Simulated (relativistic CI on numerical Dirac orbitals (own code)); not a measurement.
# Bi74+: computed level list

Calculated at this level of theory: Dirac-Coulomb-Breit CI, separate exchange-only KLI orbitals for each configuration, QED by a radiative potential, unscaled Slater integrals (own radial code, finite nucleus).

CI space (outside the closed core 1s2): 2s2.2p5, 2s.2p6, 2s2.2p4.3s, 2p6.3s, 2s2.2p4.3p, 2p6.3p, 2p6.3d, 2s2.2p4.3d, 2s.2p5.3s, 2s.2p5.3p, 2s.2p5.3d, 2s2.2p4.4s, 2s2.2p4.4p, 2s2.2p4.4d, 2s2.2p4.4f, 2s2.2p3.3s2. Levels of other configurations are missing.

The lowest level is 2s2.2p5 2P°_3/2, with 100 % of that term; Hund's rules for 2s2.2p5 give 2P° with J = 3/2, in agreement.

```csv
No.,Configuration,Term,J,E (eV),%,Next component (%),Lifetime (s),jj configuration (%)
1,2s2.2p5,2P°,3/2,0.0,100,,,2p3/2^3 (100)
2,2s2.2p5,2P°,1/2,2378.5,100,,8.37e-12,2p1/2 2p3/2^4 (100)
3,2s.2p6,2S,1/2,2955.3,100,,1.50e-14,2s (100)
4,2s2.2p4.3s,4P,5/2,10668.5,68,32 2D,1.43e-14,2p3/2^2 3s (100)
5,2s2.2p4.3s,2P,3/2,10681.4,56,33 2D,2.40e-15,2p3/2^2 3s (100)
6,2s2.2p4.3s,2S,1/2,10746.2,66,23 4P,4.80e-15,2p3/2^2 3s (100)
7,2s2.2p4.3p,4P°,3/2,10833.7,31,26 2P°,8.11e-13,2p3/2^2 3p1/2 (100)
8,2s2.2p4.3p,2D°,5/2,10835.0,37,26 4D°,2.84e-13,2p3/2^2 3p1/2 (100)
9,2s2.2p4.3p,2P°,1/2,10906.8,74,19 4D°,3.59e-13,2p3/2^2 3p1/2 (100)
10,2s2.2p4.3p,4D°,7/2,11506.1,68,32 2F°,1.69e-13,2p3/2^2 3p3/2 (100)
11,2s2.2p4.3p,2D°,5/2,11506.4,51,40 4P°,1.70e-13,2p3/2^2 3p3/2 (100)
12,2s2.2p4.3p,2P°,1/2,11507.5,51,37 2S°,1.73e-13,2p3/2^2 3p3/2 (100)
13,2s2.2p4.3p,2P°,3/2,11564.8,48,28 2D°,1.07e-13,2p3/2^2 3p3/2 (100)
14,2s2.2p4.3p,2P°,3/2,11595.7,70,12 4D°,1.78e-13,2p3/2^2 3p3/2 (100)
15,2s2.2p4.3d,4D,3/2,11675.9,32,31 2D,2.08e-14,2p3/2^2 3d3/2 (100)
16,2s2.2p4.3d,2F,7/2,11677.5,38,29 2G,2.87e-13,2p3/2^2 3d3/2 (100)
17,2s2.2p4.3d,4D,5/2,11678.0,33,27 2F,5.82e-15,2p3/2^2 3d3/2 (99)
18,2s2.2p4.3d,4P,1/2,11682.4,52,25 2P,1.58e-15,2p3/2^2 3d3/2 (100)
19,2s2.2p4.3d,2D,3/2,11751.7,70,17 4F,2.05e-14,2p3/2^2 3d3/2 (99)
20,2s2.2p4.3d,2F,7/2,11828.1,50,40 4D,1.85e-12,2p3/2^2 3d5/2 (100)
21,2s2.2p4.3d,4F,9/2,11828.4,68,32 2G,4.10e-12,2p3/2^2 3d5/2 (100)
22,2s2.2p4.3d,2P,1/2,11845.1,63,22 2S,8.05e-16,2p3/2^2 3d5/2 (100)
23,2s2.2p4.3d,2D,5/2,11873.0,52,20 4P,3.66e-16,2p3/2^2 3d5/2 (99)
24,2s2.2p4.3d,2P,3/2,11874.0,48,31 2D,3.07e-16,2p3/2^2 3d5/2 (99)
25,2s2.2p4.3d,2D,5/2,11917.8,70,10 4D,5.92e-16,2p3/2^2 3d5/2 (100)
26,2s2.2p4.3s,4P,3/2,13060.6,88,11 2P,2.62e-14,2p1/2 2p3/2^3 3s (100)
27,2s2.2p4.3s,2P,1/2,13072.0,67,33 4P,2.71e-15,2p1/2 2p3/2^3 3s (100)
28,2s2.2p4.3s,2D,5/2,13080.6,68,32 4P,1.33e-14,2p1/2 2p3/2^3 3s (100)
29,2s2.2p4.3s,2D,3/2,13088.5,66,33 2P,3.15e-15,2p1/2 2p3/2^3 3s (100)
30,2s2.2p4.3p,4P°,1/2,13218.9,51,27 4D°,3.05e-12,2p1/2 2p3/2^3 3p1/2 (100)
31,2s2.2p4.3p,4D°,3/2,13225.2,54,22 2D°,7.26e-13,2p1/2 2p3/2^3 3p1/2 (100)
32,2s2.2p4.3p,2F°,5/2,13238.6,52,30 2D°,4.69e-13,2p1/2 2p3/2^3 3p1/2 (100)
33,2s2.2p4.3p,2P°,3/2,13292.2,47,25 2D°,3.66e-13,2p1/2 2p3/2^3 3p1/2 (100)
34,2s.2p5.3s,4P°,5/2,13554.8,99,,3.04e-14,2s 2p3/2^3 3s (99)
35,2s.2p5.3s,2P°,3/2,13588.2,72,27 4P°,3.24e-15,2s 2p3/2^3 3s (99)
36,2s.2p5.3s,2P°,1/2,13665.5,87,12 4P°,2.68e-15,2s 2p3/2^3 3s (99)
37,2s.2p5.3s,2P°,3/2,13676.7,80,19 4P°,1.33e-14,2s 2p3/2^3 3s (99)
38,2s.2p5.3p,4P,3/2,13726.4,44,29 4S,2.87e-15,2s 2p3/2^3 3p1/2 (100)
39,2s.2p5.3p,2D,5/2,13726.7,44,39 4D,1.15e-15,2s 2p3/2^3 3p1/2 (100)
40,2s.2p5.3p,2P,1/2,13826.2,42,30 2S,1.03e-15,2s 2p3/2^3 3p1/2 (99)
41,2s.2p5.3p,2D,3/2,13827.6,58,20 4D,1.62e-15,2s 2p3/2^3 3p1/2 (100)
42,2s2.2p4.3p,4D°,5/2,13897.9,55,31 4P°,1.60e-13,2p1/2 2p3/2^3 3p3/2 (100)
43,2s2.2p4.3p,2P°,1/2,13903.7,38,28 4P°,1.03e-13,2p1/2 2p3/2^3 3p3/2 (99)
44,2s2.2p4.3p,2D°,3/2,13904.9,53,24 4P°,1.24e-13,2p1/2 2p3/2^3 3p3/2 (100)
45,2s2.2p4.3p,2F°,7/2,13914.4,68,32 4D°,1.34e-13,2p1/2 2p3/2^3 3p3/2 (100)
46,2s2.2p4.3p,2P°,3/2,13923.5,41,29 2D°,1.21e-13,2p1/2 2p3/2^3 3p3/2 (99)
47,2s2.2p4.3p,2D°,5/2,13929.5,69,15 2F°,1.12e-13,2p1/2 2p3/2^3 3p3/2 (100)
48,2s2.2p4.3p,2P°,1/2,13994.5,87,8 4D°,1.19e-13,2p1/2 2p3/2^3 3p3/2 (100)
49,2s2.2p4.3d,4D,1/2,14059.8,81,16 2P,1.11e-14,2p1/2 2p3/2^3 3d3/2 (100)
50,2s2.2p4.3d,4F,3/2,14072.7,38,30 4D,5.77e-15,2p1/2 2p3/2^3 3d3/2 (99)
51,2s2.2p4.3d,4F,5/2,14077.9,57,23 2F,1.49e-15,2p1/2 2p3/2^3 3d3/2 (100)
52,2s2.2p4.3d,2G,7/2,14083.5,61,24 2F,2.80e-13,2p1/2 2p3/2^3 3d3/2 (100)
53,2s2.2p4.3d,4P,1/2,14106.1,34,33 2P,3.34e-16,2p1/2 2p3/2^3 3d3/2 (98)
54,2s2.2p4.3d,2F,5/2,14108.3,46,32 2D,4.46e-16,2p1/2 2p3/2^3 3d3/2 (100)
55,2s2.2p4.3d,2D,3/2,14114.3,35,33 2P,3.39e-16,2p1/2 2p3/2^3 3d3/2 (99)
56,2s2.2p4.3d,4D,7/2,14218.5,44,41 4F,1.46e-12,2p1/2 2p3/2^3 3d5/2 (99)
57,2s2.2p4.3d,2F,5/2,14234.8,46,31 4P,1.52e-12,2p1/2 2p3/2^3 3d5/2 (100)
58,2s2.2p4.3d,2P,3/2,14235.0,47,20 4P,7.54e-15,2p1/2 2p3/2^3 3d5/2 (100)
59,2s2.2p4.3d,2G,9/2,14238.7,68,32 4F,3.24e-12,2p1/2 2p3/2^3 3d5/2 (100)
60,2s2.2p4.3d,2D,5/2,14250.1,62,20 4P,1.04e-12,2p1/2 2p3/2^3 3d5/2 (99)
61,2s2.2p4.3d,2F,7/2,14257.3,74,12 4F,2.30e-12,2p1/2 2p3/2^3 3d5/2 (100)
62,2s2.2p4.3d,2D,3/2,14283.5,64,23 2P,2.16e-16,2p1/2 2p3/2^3 3d5/2 (98)
63,2s2.2p4.3d,2P,1/2,14289.8,63,34 2S,2.04e-16,2p1/2 2p3/2^3 3d5/2 (98)
64,2s.2p5.3p,4D,7/2,14395.2,99,,2.76e-14,2s 2p3/2^3 3p3/2 (99)
65,2s.2p5.3p,2P,3/2,14404.5,56,30 4S,1.83e-15,2s 2p3/2^3 3p3/2 (100)
66,2s.2p5.3p,4P,5/2,14412.0,57,40 2D,2.73e-15,2s 2p3/2^3 3p3/2 (99)
67,2s.2p5.3p,2P,1/2,14438.0,46,42 2S,1.31e-15,2s 2p3/2^3 3p3/2 (100)
68,2s.2p5.3p,2D,5/2,14501.6,69,20 4D,2.06e-15,2s 2p3/2^3 3p3/2 (100)
69,2s.2p5.3p,2P,3/2,14510.1,53,29 2D,3.18e-15,2s 2p3/2^3 3p3/2 (100)
70,2s.2p5.3p,2S,1/2,14545.9,56,22 2P,9.04e-15,2s 2p3/2^3 3p3/2 (100)
```

Energies count from the lowest computed level; ° marks odd parity; lifetimes are radiative, by E1, M1, E2, M2 decay to levels of this space only. Filled j subshells are mostly left out of the jj labels.

The mean weight of the leading LS term, summed over parents, in these 70 levels is 60 %, and that of the leading jj configuration (from the same eigenvectors) 100 %, so jj coupling describes them better and the LS labels are nominal.

At this charge energies of transitions that change n are usually good to better than 1 %, and those within a shell (Δn = 0) to a few per cent.

LS names give the leading component of a level, which can be under half, so a name can repeat, a term be missing and a line seem to break the LS rules.
